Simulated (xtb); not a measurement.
ketene (C2H2O), singlet, at a GFN2-xTB geometry. Base run: GFN0-xTB run with xtb.

Geometry (Å):
```xyz
5

C     -0.0115     0.0214    -1.1919
C      0.0009    -0.0017     0.0965
H      0.0025     0.9483    -1.7301
H     -0.0361    -0.8857    -1.7626
O      0.0121    -0.0226     1.2581
```
All else is at xtb's defaults.
Base energy -8.57899 Eh.

Variants of this job, named by their change:

| change | ΔE vs base (kcal/mol) | HOMO-LUMO gap (eV) |
|---|---|---|
| base | 0.000 | 3.81 |
| acc = 30 | 0.000 | 3.81 |
| etemp = 10 | 0.000 | 3.81 |
| acc = 1000 | 0.000 | 3.81 |
| etemp = 10000 | … | 3.81 |
| etemp = 1000 | 0.000 | 3.81 |

### Question
What belongs in the gaps?

### Answer

- etemp = 10000, ΔE vs base (kcal/mol): -9.39
